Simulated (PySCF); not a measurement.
Computed spin Hamiltonian

Species: C3H12NSi2 (doublet state).
Atom-mapped SMILES: `[CH3:1][CH:2][Si@@:3]([CH3:4])([NH2:5])[SiH3:6]` (hydrogens: H7, H8, H9 on C1; H10 on C2; H11, H12, H13 on C4; H14, H15 on N5; H16, H17, H18 on Si6)

Structure used (GFN2-xTB), in Å, numbered top down from 1:
```
atom  x, y, z in Å
C1     1.386   -0.827   -1.965
C2     0.212   -1.022   -1.076
Si3   -0.123   -0.022    0.440
C4    -1.170   -1.061    1.645
N5     1.271    0.466    1.355
Si6   -1.209    1.982   -0.073
H7     1.803   -1.790   -2.267
H8     1.105   -0.308   -2.887
H9     2.165   -0.249   -1.473
H10   -0.571   -1.631   -1.510
H11   -0.656   -1.967    1.952
H12   -1.408   -0.495    2.540
H13   -2.105   -1.357    1.181
H14    1.894    1.152    0.961
H15    1.811   -0.245    1.823
H16   -1.566    2.804    1.088
H17   -2.459    1.742   -0.803
H18   -0.387    2.834   -0.942
```

The hyperfine couplings belong to this conformer and change with its torsions.

Method used: UKS B3LYP, pcH-1 on C H N Si, non-relativistic, mean-field spin-orbit, GIAO (PySCF 2.14.0). The structure is a single GFN2-xTB conformer in the gas phase; no vibrational or solvent corrections. The geometry wasn't refined by DFT: couplings that depend on bond lengths, twists or pyramidal angles can differ widely from those at the functional's own minimum. Stability of the SCF solution: not tested.

| Property | Result |
| --- | --- |
| g1, g2, g3 | 2.00208, 2.00279, 2.00305 |
| g_iso | 2.00264 |
| Form of g | rhombic: the two nearest values differ by 27 % of g3 − g1 |
| ⟨S²⟩ | 0.7537 (exact 0.7500) |
| α and β electrons | 33, 32 |
| HOMO–LUMO gap, α and β orbitals | 5.95, 4.66 eV |
| Total energy | -755.31437 Eh |

Isotropic coupling and dipolar principal values T1 to T3, in mT; ρ(0) is the spin density at the nucleus (MHz turned into mT with g_iso):

| atom | isotope | a_iso | of which spin–orbit | T1 | T2 | T3 | Mulliken spin population | ρ(0) (bohr⁻³) |
| --- | --- | --- | --- | --- | --- | --- | --- | --- |
| C1 | 13C | -1.04 | 0.00 | -0.10 | 0.02 | 0.09 | -0.08 | -0.0259 |
| C2 | 13C | 3.23 | 0.00 | -2.60 | -2.57 | 5.16 | 0.97 | 0.0807 |
| Si3 | 29Si | 1.61 | 0.00 | -0.10 | 0.01 | 0.08 | -0.01 | -0.0507 |
| C4 | 13C | 0.58 | 0.00 | -0.06 | -0.05 | 0.11 | 0.01 | 0.0144 |
| N5 | 14N | 0.10 | 0.00 | -0.01 | -0.01 | 0.02 | 0.00 | 0.0084 |
| Si6 | 29Si | -2.36 | 0.00 | -0.44 | 0.20 | 0.24 | 0.05 | 0.0745 |
| H7 | 1H | 3.18 | 0.00 | -0.18 | -0.14 | 0.33 | 0.03 | 0.0200 |
| H8 | 1H | 4.73 | 0.00 | -0.19 | -0.10 | 0.29 | 0.05 | 0.0297 |
| H9 | 1H | 0.16 | 0.00 | -0.16 | -0.13 | 0.29 | 0.00 | 0.0010 |
| H10 | 1H | -1.88 | 0.00 | -1.23 | -0.03 | 1.26 | -0.04 | -0.0118 |
| H11 | 1H | -0.04 | 0.00 | -0.10 | -0.05 | 0.15 | 0.00 | -0.0003 |
| H12 | 1H | 0.03 | 0.00 | -0.05 | -0.04 | 0.09 | 0.00 | 0.0002 |
| H13 | 1H | -0.02 | 0.00 | -0.07 | -0.06 | 0.13 | 0.00 | -0.0001 |
| H14 | 1H | -0.02 | 0.00 | -0.06 | -0.05 | 0.11 | 0.00 | -0.0001 |
| H15 | 1H | -0.01 | 0.00 | -0.07 | -0.06 | 0.13 | 0.00 | 0.0000 |
| H16 | 1H | 0.87 | 0.00 | -0.05 | -0.01 | 0.07 | 0.01 | 0.0055 |
| H17 | 1H | -0.11 | 0.00 | -0.06 | -0.03 | 0.10 | 0.00 | -0.0007 |
| H18 | 1H | -0.07 | 0.00 | -0.06 | -0.03 | 0.09 | 0.00 | -0.0004 |

The Mulliken spin populations are largest on C2 (+0.97) and C1 (-0.08). No atom but C2 exceeds +0.15. The positive populations add up to 1.14 and the negative ones to -0.14, together 2S = 1. The angles at C2 add up to 358.4°, so it is nearly planar; its axial dipolar tensor and the negative coupling of its proton fit spin in a p orbital normal to that plane.

Axes: g3 points within 7° of the C2–H10 bond.

Under fast tumbling the dipolar parts average out, and these isotropic splittings remain: 3 × 1H (H7/H8/H9, I = 1/2, 4 lines) with 2.69 mT, 1 × 1H (H10, I = 1/2, 2 lines) with 1.88 mT, 3 × 1H (H16/H17/H18, I = 1/2, 4 lines) with 0.23 mT and 1 × 14N (N5, I = 1, 3 lines) with 0.10 mT.

Means are taken over nuclei equivalent by connectivity, which assumes that they swap fast. The three 1H nuclei of mean +75.4 MHz run from 4.4 to 132.7 MHz in the frozen geometry. The three 1H nuclei of mean +6.5 MHz run from -3.1 to 24.5 MHz in the frozen geometry.

The 13C coupling of C2 (90.6 MHz) shows only in satellite lines or after enrichment, since that isotope makes up about 1.07 % of natural carbon.

The 29Si coupling of Si6 (-66.1 MHz) shows only in satellite lines or after enrichment, since that isotope makes up about 4.7 % of natural silicon.
